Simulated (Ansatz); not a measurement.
Input for Ansatz (development build ahead of 0.2.0):

```yaml
crystal:
  periodic: [false, false, false]
  atoms:
    - { symbol: Cr, position_ang: [0.0, 0.0, 0.0] }
    - { symbol: F, position_ang: [0.0, 2.2028, 0.8017] }
    - { symbol: P, position_ang: [0.0, -2.7647, 1.0063] }
basis:
  gaussian: { orbitals: pcseg-2 }
magnetization:
  initial_magnetization: 2
hamiltonian:
  xc: pbe
```

The input is written out in the form of the current development build from the run's settings.

The run gave:

```yaml
Converged: yes
Total_energy: -1485.08872 hartree
Spin_squared_of_the_determinant: 2.000
Stability_test: minimum among restricted orbitals
```

Caution: no unrestricted run beside it, a lower state can exist; other spin multiplicities were not run.
